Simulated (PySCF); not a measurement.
# Adding and removing an electron: GeF

PBE0; Ge aug-pcseg-1, F aug-pcseg-1; no relativity (PySCF 2.14). Neutral (UKS): doublet (π ↑), Re = 1.793 Å, ωe = 641 cm⁻¹, De = 5.16 eV, HOMO -5.24 eV, LUMO -3.16 eV.

GeF⁻ (UKS): triplet (π ↑↑), Re = 1.885 Å, ωe = 503 cm⁻¹, De = 3.04 eV to Ge + F⁻. The energies at the minima are -2176.22565 hartree for GeF and -2176.27122 for GeF⁻.

(1) Work out the adiabatic electron affinity, without and with harmonic zero-point energies (1 hartree = 27.2114 eV, 1 eV = 8065.5 cm⁻¹), and the change of the bond length.

Spin–orbit coupling is left out. For an ion De counts to the pair picked by the measured ionisation energies or electron affinities, which need not be the lowest pair at this level. The highest Kohn–Sham level is positive in this anion. Much of that is self-interaction error, but it also means that the finite basis helps to hold the extra electron. States were picked by a PBE0 search and need not be the measured ground states.

## Answers

(1) At PBE0: 0.04557 hartree = 1.240 eV between the minima; the zero-point term (641.0 − 503.0)/2 cm⁻¹ = +0.009 eV makes it 1.249 eV. Re changes by +9.2 pm against the neutral. The electron enters a π orbital, and the longer bond of the ion fits an antibonding orbital, or a change in how ionic the bond is.
